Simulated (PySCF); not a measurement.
All numbers come from PBE0/[Br def2-TZVPD, H def2-TZVPD], no relativity, density fitting, PySCF. Open shells, if any, are unrestricted.

**Question.** What shape and geometry does isolated singlet BrH₄⁻ take (every ligand bound to Br)?

**Answer.** Counting electrons, bromine keeps 4 of its valence electrons outside its bonds, so the VSEPR class is AX4E2 and the expected shape is square planar (D4h), as computed. The lowest minimum found is a singlet of D4h symmetry with Br–H 1.741 Å (×4); H–Br–H 90.0° (×4), H–Br–H 180.0° (×2). Its harmonic wavenumbers are 536 (eu), 539 (b2g), 805 (a2u), 866 (b2u), 995 (eu), 1497 (a1g), 1600 (b1g) cm⁻¹ and its dipole moment is 0.00 D about the centre of mass.

This need not be the most stable arrangement of these atoms. The lowest empty level of this anion is unbound, so it and the gap depend on the basis.
